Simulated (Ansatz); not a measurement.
The same path of C$_{2}$H$_{8}$BFSi (13 atoms, charge 0, multiplicity 1) was run 3 times with different band settings. The coordinate that changes most is the dihedral F5–Si3–C4–H13.

Level of theory: RKS B3LYP-D4/6-31G* in Ansatz.

Relaxed end points:

```xyz
13
Properties=species:S:1:pos:R:3
B -1.774 -0.374 -0.700
C -0.386 -0.050 -1.296
Si 0.717 0.753 0.015
C 0.976 -0.378 1.480
F 2.149 1.054 -0.684
H -2.649 0.443 -0.700
H -1.983 -1.427 -0.167
H 0.171 -0.942 -1.614
H -0.422 0.677 -2.117
H 0.156 2.066 0.435
H 1.355 -1.355 1.161
H 0.025 -0.545 2.002
H 1.686 0.043 2.199
```

```xyz
13
Properties=species:S:1:pos:R:3
B -1.425 -0.730 -1.066
C -0.070 -0.050 -1.362
Si 0.528 0.888 0.169
C 0.649 -0.230 1.661
F 2.002 1.475 -0.172
H -2.456 -0.140 -1.213
H -1.467 -1.842 -0.621
H 0.736 -0.761 -1.586
H -0.125 0.710 -2.152
H -0.353 2.057 0.436
H -0.350 -0.574 1.960
H 1.099 0.282 2.519
H 1.253 -1.118 1.442
```

Common settings: movable images 5; climbing image yes; spring 5.0 eV/Å²; start path IDPP; iteration limit 60; end points relaxed.

| run | optimiser | force threshold | largest step |
| --- | --- | --- | --- |
| 1 | quadratic models (default) | 0.05 eV/Å | default |
| 2 | quadratic models (default) | 0.2 eV/Å | default |
| 3 | lbfgs | 0.05 eV/Å | 0.02 Å |

Problem. What does each run give, and how far can it be trusted?

Solution. Run 1: converged after 5 iterations, highest image 0.060 eV above the first end. A vibrational analysis at the climbing image gives one clearly imaginary mode, 155i cm⁻¹: a first-order saddle point.
Run 2: converged after 4 iterations, highest image 0.061 eV above the first end. The threshold of 0.2 eV/Å is loose, so the images may lie well off the minimum-energy path. Another band between the same ends (5 images) ends at a top of the same energy, where a vibrational analysis finds 1 clearly imaginary mode.
Run 3: converged after 9 iterations, highest image 0.061 eV above the first end. Another band between the same ends (5 images) ends at a top of the same energy, where a vibrational analysis finds 1 clearly imaginary mode.
